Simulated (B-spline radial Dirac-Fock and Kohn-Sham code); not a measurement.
## Characteristic X-ray lines: S⁴⁺

System: S⁴⁺, [Ne] 3s2, inside a Watson sphere of charge -4 and radius 2.4 Å (a model of the Madelung potential; inside it an electron's potential energy is raised by 24.0 eV).

Calculated with a radial B-spline solver, using Dirac-Fock energy differences between relaxed states, corrected for Breit and QED terms. A line energy is the difference of two single-hole energies; the list is a selection of electric-dipole transitions between resolved j subshells. The model has no electron correlation.

```csv
line,energy (eV),wavelength (Å)
Kα1 (K-L3),2312.7,5.3611
Kα2 (K-L2),2311.5,5.3639
Lη (L2-M1),166.4,74.495
Lℓ (L3-M1),165.2,75.048
```
